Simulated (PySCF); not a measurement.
CH8O2Si3, SMILES O=CO[SiH2][SiH2][SiH3].

Coordinates come from a PBE-D3(BJ)/def2-SVP optimisation. The structure was generated by enumeration, and PubChem lists no compound with its InChIKey, so it may never have been made. The values are those of a single conformer.

These are PySCF with PBE-D3(BJ)/def2-SVP values and carry that method's errors.

Frequencies are harmonic and unscaled.

| mode | ν (cm⁻¹) | IR (km/mol) | moving atoms (share of kinetic energy) |
|---|---|---|---|
| 1 | 28 | 0.6 | O 49 %, Si 34 %, H 16 % |
| 2 | 76 | 1.5 | Si 41 %, O 30 %, H 21 % |
| 3 | 108 | 0.5 | Si 45 %, O 25 %, H 20 %, C 10 % |
| 4 | 114 | 2.3 | Si 49 %, O 29 %, H 16 % |
| 5 | 162 | 0.3 | H 87 % |
| 6 | 176 | 9.6 | O 54 %, Si 25 %, H 17 % |
| 7 | 277 | 18.3 | H 42 %, O 36 %, C 19 % |
| 8 | 345 | 8.7 | H 70 %, Si 25 % |
| 9 | 380 | 1.2 | Si 73 %, H 26 % |
| 10 | 435 | 13.9 | H 86 %, Si 13 % |
| 11 | 450 | 7.3 | Si 74 %, H 25 % |
| 12 | 506 | 2.9 | H 79 %, Si 19 % |
| 13 | 542 | 12.4 | H 73 %, Si 26 % |
| 14 | 639 | 75.8 | H 59 %, Si 21 %, O 15 % |
| 15 | 658 | 26.8 | H 60 %, Si 16 %, O 15 %, C 8 % |
| 16 | 667 | 48.6 | H 65 %, Si 18 %, O 16 % |
| 17 | 700 | 88.9 | H 75 %, O 15 %, Si 8 % |
| 18 | 775 | 14.6 | H 43 %, O 43 %, C 10 % |
| 19 | 813 | 170.7 | H 66 %, O 17 %, Si 10 % |
| 20 | 837 | 198.3 | H 90 %, Si 8 % |
| 21 | 873 | 41.9 | H 95 % |
| 22 | 894 | 80.2 | H 97 % |
| 23 | 905 | 31.8 | H 95 % |
| 24 | 914 | 42.2 | H 98 % |
| 25 | 999 | 0.3 | H 57 %, C 38 % |
| 26 | 1212 | 228.5 | O 47 %, C 44 %, H 9 % |
| 27 | 1334 | 2.3 | H 86 %, O 8 % |
| 28 | 1740 | 212.1 | C 60 %, O 38 % |
| 29 | 2129 | 59.9 | H 97 % |
| 30 | 2146 | 33.0 | H 96 % |
| 31 | 2147 | 119.6 | H 97 % |
| 32 | 2167 | 51.6 | H 97 % |
| 33 | 2172 | 79.7 | H 97 % |
| 34 | 2192 | 114.3 | H 96 % |
| 35 | 2194 | 58.3 | H 96 % |
| 36 | 2960 | 77.1 | H 92 %, C 8 % |
